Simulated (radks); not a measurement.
Question: These are the eigenvalues of the occupied orbitals of an atom or ion with whole-number occupations (eV). All-electron calculation, non-relativistic Kohn-Sham, TPSS, spin-unpolarised, spherical densities, point nucleus; meta-GGA in the generalised Kohn-Sham scheme. Program: a radial shooting solver on a logarithmic mesh with Libxc functionals.

| orbital | eigenvalue |
|---|---|
| 1s | -20392.90 |
| 2s | -3717.905 |
| 2p | -3510.818 |
| 3s | -1309.400 |
| 3p | -1233.818 |

Which element is it, and in what charge state? The configuration may be excited.

Answer: Z = 42, molybdenum, charge +24: Mo24+ in [Ar]. The list shows which subshells hold electrons but not how many an open one holds; the 1s level, -749.43 hartree, gives Z - s = 38.7 by -(Z - s)^2/2, which with screening narrows Z to a few neighbours, and the depths of the outer levels then fix element, charge and occupations together.
